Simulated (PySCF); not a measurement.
# Multinuclear NMR of C2H10F2Si3

Numbering as in the mapped SMILES `[F:1][CH:2]([F:3])[C:4]([SiH3:5])([SiH3:6])[SiH3:7]`; H(Xn) means a hydrogen on atom n.

- GFN2-xTB geometry
- NMR shieldings at PBE0/pcSseg-1/GIAO
- program: PySCF
- relativity neglected, rapidly exchanging positions averaged, one computed conformer, gas phase

Q: What are the 19F shifts?

A: 
```
atoms              environment  σ (ppm)  δ (ppm)
F1/F3  fluorine of a CF2 group    284.1    -95.7
```

Shieldings were converted by a linear fit to measured shifts: 19F (scatter 6.0 ppm rms, 7.0 ppm with the 5 outliers that the fit left out vs CFCl3, solution or neat liquid, with a term for F on sp3 carbon). A few per cent of atoms miss by over 2 rms, more outside the fitted compound classes.

On a 300 MHz spectrometer 19F resonates near 282.3 MHz, so 1 ppm is 282.3 Hz.

Q: What are the 29Si shifts?

A: 
| atoms | environment | σ (ppm) | δ (ppm) |
| --- | --- | --- | --- |
| Si5/Si6/Si7 | silicon bonded to C, 3 H | 418.5 | -64.0 |

Shieldings were converted by a linear fit to measured shifts: 29Si (scatter 8.9 ppm rms, 25.8 ppm with the 6 outliers that the fit left out vs TMS, solution or neat liquid). Occasional misses reach two or three times the rms, and more in compound classes unlike the fitted ones.

On a 500 MHz spectrometer 29Si resonates near 99.3 MHz, so 1 ppm is 99.3 Hz.
